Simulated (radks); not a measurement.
Polarisability of neutral nickel, [Ar] 3d8 4s2, at imaginary frequency. Method: scalar-relativistic Kohn-Sham, PBE, spin-unpolarised, spherical densities, finite nucleus; Fermi nuclear charge, rms radius 3.7757 fm; computed with a radial shooting solver on a logarithmic mesh with Libxc functionals. Response by self-consistent Sternheimer equations with the Hartree and adiabatic LDA kernel, the relativistic mass of each level held fixed and spin-orbit coupling left out.

| w (hartree) | alpha1(iw) (bohr^3) |
|---|---|
| 0.00266 | 45.57 |
| 0.0143 | 45.37 |
| 0.0360 | 44.27 |
| 0.0697 | 41.08 |
| 0.118 | 34.89 |
| 0.186 | 26.49 |
| 0.280 | 18.15 |
| 0.413 | 11.60 |
| 0.605 | 7.148 |
| 0.892 | 4.311 |
| 1.35 | 2.531 |
| 2.12 | 1.401 |
| 3.59 | 0.6832 |
| 6.94 | 0.2556 |
| 17.5 | 0.05487 |

Static values: alpha1 = 45.58 bohr^3 (6.754 angstrom^3; uncoupled 81.95). C6 = 361.7, triple-dipole C9 = 11750 atomic units. One-pole (London) frequency 4 C6 / (3 alpha1^2) = 0.232 hartree, against 0.207 for minus the highest occupied eigenvalue. Recommended static value: 49 bohr^3 (Schwerdtfeger and Nagle, 2023 table).

Beside tabulated values, note that spin-unpolarised runs miss the spin-polarisation part of the exchange energy of open shells.
